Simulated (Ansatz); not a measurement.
`OC(F)(F)BF` and `OC(F)(F)N[SiH3]` differ in one atom or group.

Ansatz, PBE0-D4/def2-TZVP geometries, multiplicity 1. Each molecule was computed in one conformer, which needn't be the lowest.

```tsv
property	`OC(F)(F)BF`
HOMO energy (B3LYP/def2-TZVPP) / eV	-9.42
size of the dipole moment (B3LYP/def2-TZVPP) / D	0.48
HOMO–LUMO gap (B3LYP/def2-TZVPP) / eV	7.57
HOMO–LUMO gap (PBE0/def2-TZVPP) / eV	8.04
size of the dipole moment (ωB97M-V/def2-TZVPP) / D	0.48
LUMO energy (ωB97M-V/def2-TZVPP) / eV	0.52
```

Give the same properties after the change, and the shifts. (Best estimate.)

The calculation gave: 
```tsv
property	`OC(F)(F)N[SiH3]`	shift
HOMO energy (B3LYP/def2-TZVPP) / eV	-7.84	1.58
size of the dipole moment (B3LYP/def2-TZVPP) / D	1.32	0.84
HOMO–LUMO gap (B3LYP/def2-TZVPP) / eV	7.92	0.35
HOMO–LUMO gap (PBE0/def2-TZVPP) / eV	8.41	0.37
size of the dipole moment (ωB97M-V/def2-TZVPP) / D	1.33	0.85
LUMO energy (ωB97M-V/def2-TZVPP) / eV	1.92	1.40
```

With PBE0 the HOMO rises by 1.54 eV and the LUMO rises by 1.91 eV, so the gap widens by about 0.37 eV. PBE moves the HOMO by 1.32 eV and ωB97M-V by 1.56 eV. Dipoles are sizes alone; their direction can turn.

Positive LUMOs are unbound, so they and the gaps depend on the basis.

B3LYP here is the variant with VWN-RPA as its local correlation; programs differ in this.
